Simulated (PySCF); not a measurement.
C$_{4}$NiO$_{4}$, singlet, at a GFN2-xTB geometry (such geometries of metal compounds can be far from the true shape); PySCF with PBE0/STO-3G.

Here is a job for PySCF.
```python
from pyscf import gto, scf, dft

mol = gto.M(
    atom='''
Ni   -0.00003582   -0.00773716    0.01960940
O     1.93923716    1.49032821   -1.61885180
C     1.19284818    0.91499975   -0.99111156
O     1.44317332   -1.42618256    2.16326098
C     0.88547197   -0.88079153    1.34248493
O    -1.42199832   -1.96263108   -1.66803699
C    -0.87547925   -1.21207300   -1.01987292
O    -1.94751852    1.86910439    1.19287458
C    -1.19927282    1.14744715    0.74402434
''',
    basis='sto-3g',
    verbose=4,
)

mf = dft.RKS(mol)
mf.xc = 'pbe0'
mf.kernel()
```

Problem. What does PySCF print? Leave out banner, timings and long lists.

Solution. 
```
PySCF version 2.14.0

[INPUT] verbose = 4
[INPUT] num. atoms = 9
[INPUT] num. electrons = 84
[INPUT] charge = 0
[INPUT] spin (= nelec alpha-beta = 2S) = 0
[INPUT] symmetry False subgroup None
[INPUT] Mole.unit = angstrom
[INPUT] Symbol           X                Y                Z      unit          X                Y                Z       unit  Magmom
[...]
nuclear repulsion = 604.457375872956
number of shells = 32
number of NR pGTOs = 174
number of NR cGTOs = 58
basis = sto-3g
ecp = {}

******** <class 'pyscf.dft.rks.RKS'> ********
method = RKS
initial guess = minao
damping factor = 0
level_shift factor = 0
DIIS = <class 'pyscf.scf.diis.CDIIS'>
diis_start_cycle = 1
diis_space = 8
diis_damp = 0
SCF conv_tol = 1e-09
SCF conv_tol_grad = None
SCF max_cycles = 50
direct_scf = True
direct_scf_tol = 1e-13
XC library pyscf.dft.libxc version 7.1.2
    S. Lehtola, C. Steigemann, M. J. T. Oliveira, and M. A. L. Marques,  SoftwareX 7, 1–5 (2018)
XC functionals = pbe0
    C. Adamo and V. Barone,  J. Chem. Phys. 110, 6158 (1999)
    M. Ernzerhof and G. E. Scuseria,  J. Chem. Phys. 110, 5029 (1999)
radial grids:
    Treutler-Ahlrichs [JCP 102, 346 (1995); DOI:10.1063/1.469408] (M4) radial grids

becke partition: Becke, JCP 88, 2547 (1988); DOI:10.1063/1.454033
pruning grids: <function nwchem_prune>
grids dens level: 3
symmetrized grids: False
atomic radii adjust function: <function treutler_atomic_radii_adjust>
small_rho_cutoff = 0
Set gradient conv threshold to 3.16228e-05
Initial guess from minao.
tot grids = 133440
init E= -1936.68759912613
[...]
cycle= 1 E= -1916.92799213529  delta_E= 19.8  |g|= 5.57  |ddm|= 7.08
[...]
cycle= 2 E= -1896.93828832026  delta_E=   20  |g|= 8.99  |ddm|= 18.5
[...]
cycle= 3 E= -1930.08918144621  delta_E= -33.2  |g|= 3.34  |ddm|=   19
[...]
cycle= 4 E= -1917.39946976618  delta_E= 12.7  |g|= 5.08  |ddm|= 8.53
[...]
cycle= 5 E= -1919.78530727087  delta_E= -2.39  |g|= 5.82  |ddm|= 1.08
[...]
cycle= 6 E= -1937.7373802292  delta_E=  -18  |g|= 1.29  |ddm|= 6.07
[...]
cycle= 7 E= -1937.55029433987  delta_E= 0.187  |g|= 1.88  |ddm|= 1.73
[...]
cycle= 8 E= -1937.99487985182  delta_E= -0.445  |g|= 0.322  |ddm|= 0.777
[...]
cycle= 9 E= -1937.99464648175  delta_E= 0.000233  |g|= 0.318  |ddm|= 0.397
[...]
cycle= 10 E= -1938.00865017585  delta_E= -0.014  |g|= 0.127  |ddm|= 0.163
[...]
cycle= 11 E= -1938.00968636533  delta_E= -0.00104  |g|= 0.0975  |ddm|= 0.0359
[...]
cycle= 12 E= -1938.01019670488  delta_E= -0.00051  |g|= 0.0792  |ddm|= 0.0218
[...]
cycle= 13 E= -1938.01115223151  delta_E= -0.000956  |g|= 0.00346  |ddm|= 0.0525
[...]
cycle= 14 E= -1938.01115264581  delta_E= -4.14e-07  |g|= 0.00343  |ddm|= 0.00284
[...]
cycle= 15 E= -1938.01115431075  delta_E= -1.66e-06  |g|= 0.00114  |ddm|= 0.00193
[...]
cycle= 16 E= -1938.0111545042  delta_E= -1.93e-07  |g|= 0.00031  |ddm|= 0.000814
[...]
cycle= 17 E= -1938.01115452104  delta_E= -1.68e-08  |g|= 2.67e-05  |ddm|= 0.000363
[...]
cycle= 18 E= -1938.01115452118  delta_E= -1.48e-10  |g|= 4.59e-06  |ddm|= 2.71e-05
[...]
Extra cycle  E= -1938.01115452076  delta_E= 4.21e-10  |g|= 5.21e-05  |ddm|= 3.26e-05
converged SCF energy = -1938.01115452076
```
